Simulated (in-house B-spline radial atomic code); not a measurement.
RPA and G0W0 on LDA exchange-only: S⁶⁺

Configuration [He] 2s2 2p6, mean-field start LDA exchange-only. Computed with a B-spline radial code for spherical atoms: all electrons, non-relativistic, point nucleus, each spin shell either full or empty, empty states to l = 9 with an (l + 1/2)⁻⁴ tail; G0W0 by contour deformation at full frequency.

Command:
```bash
python run_gw.py task.json out
```
Settings (radii: box in bohr, nucleus in fm):
```
Z                        16
electrons                10
configuration            [He] 2s2 2p6
hamiltonian              nr
method                   lda,
lmax                     9
spin_polarised           False
box_radius               9.29
intervals                47
```

Cost of the run: 0.8 s on 1 thread of Arm Neoverse N1, on a shared host.

Energies (hartree):

```csv
term,value
mean-field total,-385.63118
Hartree-Fock functional on these orbitals,-387.55238
direct second order,-0.67153
second-order exchange,0.23702
SOSEX correction,0.2233
```

What is the RPA correlation energy, and what remains with SOSEX?

RPA gives -0.61668 hartree (-1.68 eV per electron); RPA + SOSEX gives -0.39338, and the second-order doubles -0.43451 hartree (no singles). RPA lacks exchange-type terms and so overcorrelates at short range.

Quasi-particle levels (eV):

```
level  occupied  mean field  Σx - vxc     Σc  QP weight      G0W0
   2p       yes     -255.54    -28.05      ?          ?         ?
   2s       yes     -308.05    -37.47   5.07      0.967   -340.45
   1s       yes    -2492.55   -118.56  31.18      0.865  -2579.94
   3s        no      -92.64      5.52  -0.67      0.997    -87.80
```

G0W0 = mean field + (Σx - vxc) + Σc, with Σc (partial-wave tail included) taken at the quasi-particle energy.

Where does G0W0 put 2p?

At -281.30 eV, with Σc = 2.28 eV and a quasi-particle weight of 0.976. The tabulated removal energy is 280.954 ± 0.007 eV (NIST, measured); the calculation leaves out relativity, Breit and QED terms, and what these don't explain is the method's own error.
